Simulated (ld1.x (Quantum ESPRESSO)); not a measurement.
Scattering properties, RRKJ potential for Cr (Z = 24)

ld1.x (Quantum ESPRESSO) 7.5 input, shortened:

```
&input
   title='Cr', zed=24., rel=1, dft='PZ', iswitch=3,
   config='[Ar] 3d6 4s0 4p0'
 /
 &inputp
   pseudotype=2, tm=.false., rho0=0.01, lloc=0,
   nlcc=.false.
 /
3
4P  2  1   0.00   0.00  3.50  3.50  0.0
3D  3  2   6.00   0.00  2.10  2.10  0.0
4S  1  0   0.00   0.00  2.45  2.45  0.0
 &test
   configts(1)='3d6 4s0 4p0'
 /
```

The phase is arctan(r·u′/u) with u = r·R(r), unwrapped; energies in Ry, scanned from -2 to 5 Ry. A pole is an energy at which the radial function vanishes at the test radius. The pseudo phase is shifted by a multiple of π to meet the all-electron one at the reference energy, and phase errors are pseudo minus all-electron; the curves can meet again beyond the range given. Levels narrower than the energy grid can be missing from the lists of poles.

For each channel, where are the poles, and over which energies does the pseudopotential scatter like the atom?

| channel | radius (bohr) | reference energy (Ry) | poles, all-electron | poles, pseudo | unbroken range about the reference energy with phases within 0.05 rad | phase error 1 Ry above the reference energy (rad) |
| --- | --- | --- | --- | --- | --- | --- |
| s | 3.82 | -0.28 | 0.25, 3.65 | 0.25, 3.21 | below 1.2 | -0.007 |
| p | 3.82 | -0.07 | 0.82, 4.30 | 0.81, 4.16 | below 2.0 | -0.002 |
| d | 3.82 | -0.11 | -0.04, 1.90 | -0.04, 2.25 | below 0.4 | +0.342 |

Phases in the s channel:

| E (Ry) | all-electron | pseudo |
| --- | --- | --- |
| -2.00 | 1.362 | 1.362 |
| -1.76 | 1.344 | 1.343 |
| -1.52 | 1.319 | 1.318 |
| -1.28 | 1.283 | 1.282 |
| -1.04 | 1.225 | 1.225 |
| -0.80 | 1.116 | 1.115 |
| -0.56 | 0.812 | 0.811 |
| -0.32 | -0.452 | -0.452 |
| -0.08 | -1.308 | -1.309 |
| 0.16 | -1.524 | -1.526 |
| 0.40 | -1.628 | -1.631 |
| 0.64 | -1.704 | -1.709 |
| 0.88 | -1.781 | -1.793 |
| 1.12 | -1.887 | -1.916 |
| 1.36 | -2.084 | -2.177 |
| 1.60 | -2.611 | -2.994 |
| 1.84 | -3.713 | -4.044 |
| 2.08 | -4.254 | -4.389 |
| 2.32 | -4.449 | -4.526 |
| 2.56 | -4.544 | -4.601 |
| 2.80 | -4.603 | -4.651 |
| 3.04 | -4.643 | -4.689 |
| 3.28 | -4.674 | -4.722 |
| 3.52 | -4.699 | -4.753 |
| 3.76 | -4.722 | -4.787 |
| 4.00 | -4.744 | -4.830 |
| 4.24 | -4.765 | -4.893 |
| 4.48 | -4.788 | -5.016 |
| 4.72 | -4.815 | -5.406 |
| 4.96 | -4.849 | -6.921 |
